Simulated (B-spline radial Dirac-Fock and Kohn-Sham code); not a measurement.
## How the binding energies of I⁻ add up

System: the I⁻ ion, configuration [Kr] 4d10 5s2 5p6, inside a Watson sphere of charge +1 and radius 2.2 Å (a model of the Madelung potential; inside it an electron's potential energy is lowered by 6.5 eV); nuclear rms radius 4.75 fm (A = 127).

The computed values come from a radial finite-basis atomic code: ΔSCF Dirac-Fock with Breit, self-energy and vacuum polarisation, finite nucleus, configuration average. The model has no electron correlation. Energies are counted from the vacuum level.

All terms are in eV, carry their sign (relaxation lowers the binding energy) and add up to the binding energy; ⟨r⟩ is the mean radius of the orbital in the initial state.

```csv
subshell,−ε (Koopmans),relaxation,Breit,self-energy,vacuum polarisation,binding energy,⟨r⟩ (bohr)
1s,33358.8,-69.25,-76.89,-45.49,6.29,33173.5,0.027
2s,5250.4,-37.84,-7.28,-5.67,0.73,5200.3,0.117
2p1/2,4911.9,-41.46,-12.29,0.37,-0.02,4858.5,0.099
2p3/2,4612.0,-40.10,-8.04,-0.16,-0.04,4563.6,0.104
3s,1100.6,-17.33,-1.03,-1.16,0.14,1081.2,0.312
3p1/2,959.6,-17.87,-1.88,0.08,-0.01,939.9,0.303
3p3/2,901.6,-17.31,-1.07,-0.02,-0.01,883.2,0.314
3d3/2,656.1,-18.97,-0.57,0.11,-0.01,636.7,0.286
3d5/2,644.1,-18.74,-0.24,0.08,-0.01,625.2,0.289
4s,209.0,-6.91,-0.14,-0.23,0.03,201.7,0.741
4p1/2,157.6,-6.65,-0.28,0.02,0.00,150.7,0.775
4p3/2,146.2,-6.39,-0.12,0.01,0.00,139.7,0.801
4d3/2,61.58,-5.73,0.00,0.03,0.00,55.87,0.914
4d5/2,59.75,-5.64,0.05,0.02,0.00,54.17,0.925
5s,22.60,-1.18,0.00,-0.03,0.00,21.40,2.067
5p1/2,10.26,-0.92,-0.01,0.00,0.00,9.33,2.529
5p3/2,9.17,-0.80,0.00,0.00,0.00,8.38,2.669
```

For the deepest level, K (1s), the Breit terms make up -0.232 % of the binding energy, QED -0.118 % and orbital relaxation -0.209 %.

Spin-orbit splittings: 2p 294.9 eV, 3p 56.71 eV, 3d 11.49 eV, 4p 11.00 eV, 4d 1.70 eV, 5p 0.96 eV.
